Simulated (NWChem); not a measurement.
Species: TiH4O; SMILES [OH][TiH3]

```xyz
6

Ti     0.0000     0.0000     0.4777
O      0.0000     0.0000    -1.2413
H      0.0000     0.0000    -2.2016
H      1.5416     0.4820     0.9922
H     -0.3534    -1.5761     0.9922
H     -1.1883     1.0941     0.9922
```
Atoms are numbered in this order, from 1.

Coordinates come from a PBE0/def2-SVP optimisation.

Task: List the 6 lowest vertical singlet excitations from B3LYP/def2-SVPD, TDA (NWChem).

Result: 
```json
[
 {"state": "S1", "energy (eV)": "3.47", "oscillator strength": "0.000", "leading excitation (squared amplitude)": "HOMO → LUMO (0.45)"},
 {"state": "S2", "energy (eV)": "3.63", "oscillator strength": "0.001", "leading excitation (squared amplitude)": "HOMO−1 → LUMO+1 (0.26)"},
 {"state": "S3", "energy (eV)": "3.63", "oscillator strength": "0.001", "leading excitation (squared amplitude)": "HOMO → LUMO+1 (0.26)"},
 {"state": "S4", "energy (eV)": "4.00", "oscillator strength": "0.005", "leading excitation (squared amplitude)": "HOMO → LUMO+1 (0.39)"},
 {"state": "S5", "energy (eV)": "4.44", "oscillator strength": "0.000", "leading excitation (squared amplitude)": "HOMO → LUMO+2 (0.65)"},
 {"state": "S6", "energy (eV)": "4.44", "oscillator strength": "0.000", "leading excitation (squared amplitude)": "HOMO−1 → LUMO+2 (0.65)"}
]
```
